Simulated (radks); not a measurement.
Problem. Successive ionisation energies (eV) of one element, from differences of total energies of ions in their ground configurations, starting at charge 22: 2047.6, 2167.9, 2289.7, 2484.2, 2583.8, 11113.0, 11527.4. Method: Dirac Kohn-Sham, PBE, spin-unpolarised, spherical densities, point nucleus; open shells are shared between the two j in proportion to 2j + 1; computed with a radial shooting solver on a logarithmic mesh with Libxc functionals. Which element is it?

Solution. Copper (Z = 29). The first species listed is Cu22+ in [He] 2s2 2p3, the last Cu28+ in 1s1.
